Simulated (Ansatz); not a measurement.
`COCBC=N` + `OCF` → `N=COCF` + `BCOC`  (substitution at a C–B bond)

Computed with Ansatz on PBE0-D4/def2-TZVP structures; ΔE is electronic, products minus reactants. CCSD(T)/CBS is the MP2 limit (def2-TZVPP, def2-QZVPP) plus CCSD(T) − MP2 in def2-TZVPP, frozen cores. Functionals use def2-TZVPP. B3LYP here is the variant with VWN-RPA as its local correlation; programs differ in this. Each species was taken in one conformer, which may not be the lowest.

```csv
level,ΔE (kJ/mol)
PBE-D4,32.6
r2SCAN-D4,27.8
B3LYP-D4,35.3
ωB97X-V,32.8
PBE,32.2
HF/def2-QZVPP,31.6
MP2/def2-QZVPP,40.7
SCS-MP2/def2-QZVPP,41.0
```

(1) What does CCSD(T)/CBS give? (Estimate.)

Largest T1 diagnostic among the species: 0.013.

Results:

(1) Ansatz gave: +43.5 kJ/mol. The listed levels differ from it by -10.9, -15.7, -8.2, -10.7, -11.3, -11.9, -2.8, -2.5 kJ/mol.

In def2-TZVPP, CCSD(T) changes the Hartree–Fock value by +8.7 kJ/mol (the triples alone add −0.7 kJ/mol) and MP2 by +7.3 kJ/mol.
